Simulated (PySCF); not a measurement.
**How the method changes the constants of GeC**

State: ³Π (triplet), unpaired electrons σ ↑, π ↑. Set-up: basis Ge aug-pcseg-1, C aug-pcseg-1; no relativity; PySCF 2.14. De refers to Ge + C in their high-spin ground configurations, without counterpoise correction. The functionals are run spin-unrestricted. A positive dipole means Ge(−)C(+). Levels whose curve was spin-contaminated or gave no clean fit are not listed.

```tsv
Level	Re (Å)	ωe (cm⁻¹)	De (eV)	μ (D)
ROHF	1.778	896	1.43	-1.66
ROHF-MP2	1.819	843	3.33	n/a
ROHF-SCS-MP2	1.819	837	3.12	n/a
PBE	1.823	787	4.17	-1.97
PBEsol	1.814	801	4.45	-1.91
r²SCAN	1.810	794	3.89	-1.70
PBE0	1.805	811	3.72	-1.90
M06	1.810	809	3.90	-2.09
MN15	1.803	805	3.64	-1.65
```

What does a quarter of exact exchange do here, going from PBE to PBE0?

PBE0 less PBE: -1.8 pm in Re, +3.0 % in ωe, -0.45 eV in De. Exact exchange removes part of the self-interaction that spreads semilocal densities, and in most molecules shortens and stiffens the bond and lowers De; so it does here.

What does the step from GGA to meta-GGA do here, going from PBE to r²SCAN?

r²SCAN less PBE: -1.3 pm in Re, +0.9 % in ωe, -0.28 eV in De. 

Correlated steps freeze 10 core orbitals. Correlated levels converge slowly with the basis: in double zeta they bind strong bonds too weakly, by up to about 1 eV, and carry superposition errors of some tenths. Spin–orbit coupling is left out. UHF is strongly spin-contaminated for GeC, so the ROHF reference used there is far from stable. The state is the lowest determinant that a PBE0 search found; another state may lie lower at other levels.

The whole job (state search and all levels along the bond) took about 2.9 min on 1 thread of Arm Neoverse V2 (shared host), peak memory 0.81 GiB.
